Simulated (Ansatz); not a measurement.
Relaxing a trial structure of BFGaH3OSi

The starting geometry of this gas-phase singlet was optimised with GFN2-xTB.

```csv
atom,x (Å),y (Å),z (Å)
B,-0.6339,0.0483,-0.7795
F,-3.5563,0.5151,0.2877
Ga,-3.8916,-0.8863,-0.8762
O,-1.4866,-0.6609,-1.2173
Si,0.6890,1.2516,-0.0097
H,1.8704,0.5168,0.4670
H,0.1682,2.0137,1.1257
H,1.1792,2.2188,-1.0020
```

Task: Where would you expect an optimisation with PBE0-D3(BJ)/def2-SVP to take it?

Result: It rearranges, giving a structure given below by its coordinates. Distances that change by over a tenth: B1–O4 (1.19 → 1.33 Å), Ga3–O4 (2.44 → 1.84 Å). Contacts that open: F2–Ga3 (1.85 → 4.01 Å). Contacts that close: B1–F2 (3.15 → 1.34 Å).

The energy falls by 1.43 eV over 48 steps:

```csv
step,E − E(last) (eV)
1,1.435
6,1.206
11,0.605
17,0.034
22,0.004
27,0.001
32,0.000
38,0.000
43,0.000
48,0.000
```

Final geometry (Å):

```xyz
8

B    -1.6101    0.7398   -0.2729
F    -2.5239    1.6756    0.0198
Ga   -2.5149   -2.0417   -1.4875
O    -2.0073   -0.4225   -0.7883
Si    0.3546    1.1757    0.0711
H     1.2112   -0.0462   -0.0631
H     0.5762    1.7510    1.4363
H     0.8526    2.1853   -0.9199
```

The end wasn't checked by frequencies. Run with Ansatz 0.2.0, 71 s on 2 threads of Intel(R) Xeon(R) 6975P-C (Granite Rapids), with other jobs on the host.
